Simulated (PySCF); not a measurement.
C2H3BCl2O2 (SMILES CC(=O)OB(Cl)Cl), singlet, geometry from GFN2-xTB. Base run: CAMB3LYP/6-31G, polarisability (PySCF).

Here is a job for PySCF.
```python
from pyscf import gto, scf, dft
from pyscf.prop import polarizability

mol = gto.Mole()
mol.atom = '''
    B    -0.364389    0.603335    0.201147
    Cl    0.811168    1.670876   -0.470242
    Cl   -1.760357    1.225933    0.997539
    O    -0.310740   -0.743918    0.095060
    C     0.718361   -1.566920   -0.308410
    C     0.190857   -2.915294   -0.679448
    O     1.854578   -1.212952   -0.312446
    H     1.013254   -3.570674   -0.948376
    H    -0.497835   -2.815451   -1.515688
    H    -0.363264   -3.328058    0.160516
'''
mol.basis = '6-31g'
mol.charge = 0
mol.spin = 0
mol.verbose = 4
mol.build()

mf = dft.RKS(mol)
mf.xc = 'camb3lyp'
mf.kernel()
alpha = mf.Polarizability().polarizability()[2, 2]
print('alpha_zz =', alpha)
```

The base run was repeated with changes; each row names its change, and settings that it needs were set with it.

```
change                                         alpha_zz (bohr³)  basis functions  core-seconds (rough)
---------------------------------------------  ----------------  ---------------  --------------------
base                                                      35.19               77                    40
finite field (a.u.) = 0.05; conv_tol = 1e-11              35.39               77                    60
finite field (a.u.) = 0.02; conv_tol = 1e-11              35.22               77                    50
basis = 6-31+G*                                           48.88              140                   100
finite field (a.u.) = 0.001; conv_tol = 1e-11             35.19               77                    50
finite field (a.u.) = 0.005; conv_tol = 1e-11             35.19               77                    50
functional = lda,vwn                                      37.30               77                     7
finite field (a.u.) = 2e-4; conv_tol = 1e-11              35.19               77                    40
finite field (a.u.) = 2e-4; conv_tol = 1e-6               32.67               77                    20
basis = STO-3G                                            16.31               46                    10
functional = hf                                           33.40               77                     2
functional = pbe                                          37.06               77                    10
```

Finite-field rows take the second difference of the energy in a field along z; a small field with loose convergence shows SCF noise divided by the square of the field, and a large one adds hyperpolarisability.
